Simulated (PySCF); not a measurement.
**Working out the ionisation energy of S⁺**

S⁺ [Ne] 3s2 3p3 (4S) → S²⁺ [Ne] 3s2 3p2 (3P). Computed with PySCF 2.14 in def2-TZVPPD (6s6p4d1f, 51 functions), with the non-relativistic Hamiltonian (point nucleus). Frozen: 1s2. Energies in hartree (1 hartree = 27.21139 eV):

```csv
part,S⁺ (lower),S²⁺ (upper)
UHF,-397.163036,-396.328237
MP2 opposite-spin,-0.173784,-0.163957
MP2 same-spin,-0.072378,-0.058966
```

**Question.** What does Hartree-Fock give?

**Answer.** (-396.328237) − (-397.163036) = 0.834799 hartree = 22.716 eV.

**Question.** What do MP2 and SCS-MP2 (6/5 opposite-spin, 1/3 same-spin) give?

**Answer.** The opposite-spin parts differ by 0.267 eV and the same-spin parts by 0.365 eV. MP2: 22.716 + (0.267) + (0.365) = 23.348 eV. SCS-MP2: 22.716 + 1.2 × (0.267) + (0.365)/3 = 23.158 eV.

A first-order spin-orbit estimate adds -0.063 eV to MP2 (valence and next inner shell), giving 23.285 eV against 23.338 eV (measured; NIST Atomic Spectra Database, ionization energies).

What remains against the reference includes basis incompleteness, the frozen core and correlation beyond second order.
